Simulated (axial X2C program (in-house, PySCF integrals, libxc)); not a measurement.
## Outer orbitals of TeO⁻ at 1.890 Å, PBE0

Calculated with an in-house all-electron X2C program for linear molecules (integrals from PySCF). Spin-free means the one-electron spin-free X2C Hamiltonian; two-component (2c) means X2C with spin–orbit coupling and atomic mean-field two-electron Coulomb and Gaunt terms, so the difference of the two also holds small scalar two-electron terms. Basis: Te dyall-acv3z [12s13p9d5f1g], O dyall-av3z [7s6p3d2f] (cores contracted in-house); Gaussian nuclei, density fitting, unrestricted open shells. Masses: Te 129.906 u, O 15.995 u.

The distance is close to the 2c PBE0 minimum; the highest filled and lowest empty levels are listed.

Spin-free orbitals, state M_S = 1/2, Λ = 1 (beyond evenly filled blocks: π+α, π+β, π-α) (Löwdin shares):

| symmetry | occupied | ε (eV) | atomic character |
| --- | --- | --- | --- |
| σα | yes | -19.92 | 73% O s, 7% Te p, 7% Te s |
| σβ | yes | -19.09 | 72% O s, 8% Te s, 8% Te p |
| σα | yes | -10.41 | 64% Te s, 20% O p, 8% O s |
| σβ | yes | -9.82 | 62% Te s, 20% O p, 9% O s |
| σα | yes | -3.96 | 59% O p, 28% Te p, 8% Te s |
| π-α | yes | -3.67 | 72% O p, 23% Te p, 2% Te f |
| π+α | yes | -3.67 | 72% O p, 23% Te p, 2% Te f |
| σβ | yes | -3.62 | 57% O p, 29% Te p, 8% Te s |
| π+β | yes | -3.01 | 67% O p, 27% Te p, 2% Te d |
| π-β | yes | -2.26 | 58% O p, 37% Te p |
| π+α | yes | -0.33 | 65% Te p, 21% O p, 7% Te d |
| π-α | yes | -0.33 | 65% Te p, 21% O p, 7% Te d |
| π+β | yes | 0.34 | 61% Te p, 24% O p, 8% Te d |
| π-β | no | 2.29 | 53% Te p, 30% O p, 11% Te d |
| σα | no | 3.37 | 69% Te p, 23% Te s, 4% Te d |
| σβ | no | 3.46 | 72% Te p, 21% Te s, 3% Te d |
| σα | no | 3.83 | 65% Te s, 17% Te p, 8% O p |

The highest filled level is positive, so this functional does not bind it, and the empty levels of an anion are set by the basis.

Spinors with spin–orbit coupling (state Ω = 3/2):

```json
{"ω": "1/2", "occupied": "yes", "ε (eV)": "-19.74", "atomic character": "73% O s, 7% Te s, 7% Te p", "λ mixture": "100% σ"}
{"ω": "-1/2", "occupied": "yes", "ε (eV)": "-18.98", "atomic character": "72% O s, 8% Te s, 8% Te p", "λ mixture": "100% σ"}
{"ω": "1/2", "occupied": "yes", "ε (eV)": "-10.37", "atomic character": "64% Te s, 20% O p, 8% O s", "λ mixture": "100% σ"}
{"ω": "-1/2", "occupied": "yes", "ε (eV)": "-9.78", "atomic character": "62% Te s, 20% O p, 9% O s", "λ mixture": "100% σ"}
{"ω": "1/2", "occupied": "yes", "ε (eV)": "-3.89", "atomic character": "58% O p, 30% Te p, 7% Te s", "λ mixture": "96% σ, 4% π"}
{"ω": "-1/2", "occupied": "yes", "ε (eV)": "-3.73", "atomic character": "60% O p, 32% Te p, 3% Te s", "λ mixture": "61% π, 39% σ"}
{"ω": "3/2", "occupied": "yes", "ε (eV)": "-3.45", "atomic character": "72% O p, 23% Te p, 2% Te d", "λ mixture": "100% π"}
{"ω": "-1/2", "occupied": "yes", "ε (eV)": "-3.43", "atomic character": "64% O p, 26% Te p, 5% Te s", "λ mixture": "61% σ, 39% π"}
{"ω": "1/2", "occupied": "yes", "ε (eV)": "-2.99", "atomic character": "64% O p, 30% Te p", "λ mixture": "97% π, 3% σ"}
{"ω": "-3/2", "occupied": "yes", "ε (eV)": "-2.12", "atomic character": "60% O p, 34% Te p, 2% Te d", "λ mixture": "100% π"}
{"ω": "-1/2", "occupied": "yes", "ε (eV)": "-0.46", "atomic character": "60% Te p, 26% O p, 8% Te d", "λ mixture": "99% π, 1% σ"}
{"ω": "3/2", "occupied": "yes", "ε (eV)": "-0.10", "atomic character": "66% Te p, 21% O p, 8% Te d", "λ mixture": "100% π"}
{"ω": "1/2", "occupied": "yes", "ε (eV)": "0.21", "atomic character": "57% Te p, 28% O p, 8% Te d", "λ mixture": "99% π, 1% σ"}
{"ω": "-3/2", "occupied": "no", "ε (eV)": "2.43", "atomic character": "56% Te p, 27% O p, 11% Te d", "λ mixture": "100% π"}
{"ω": "1/2", "occupied": "no", "ε (eV)": "3.37", "atomic character": "69% Te p, 23% Te s, 3% Te d", "λ mixture": "100% σ"}
{"ω": "-1/2", "occupied": "no", "ε (eV)": "3.48", "atomic character": "73% Te p, 20% Te s, 3% Te d", "λ mixture": "100% σ"}
{"ω": "-1/2", "occupied": "no", "ε (eV)": "3.86", "atomic character": "89% Te p, 7% Te s", "λ mixture": "90% π, 10% σ"}
{"ω": "1/2", "occupied": "no", "ε (eV)": "3.87", "atomic character": "59% Te s, 24% Te p, 7% Te d", "λ mixture": "91% σ, 9% π"}
```

The highest filled level is positive, so this functional does not bind it, and the empty levels of an anion are set by the basis.

(1) How does the gap between the highest filled and lowest empty level change from the spin-free to the 2c table?

Mulliken charges and populations of the two-component result (they depend on the basis, above all on diffuse functions):

Te -0.02 e (s 9.85 p 22.03 d 20.11 f 0.03), O -0.98 e (s 4.07 p 4.87 d 0.03). ⟨Lz⟩ = 1.00 ħ and ⟨Sz⟩ = 0.50 ħ (0.32 and 0.18 on the two atoms), which add up to Ω.

The state is a single determinant with fixed occupations, the lowest that a limited PBE0 search found. Density functionals use the spin component along the axis (collinear). The functionals have no current-density term, which raises determinants with orbital currents, atoms included. The highest occupied level of some functionals is positive through self-interaction error; at Hartree–Fock it is bound.

## Answers

(1) From 1.95 to 2.22 eV at PBE0, a change of 0.27 eV.
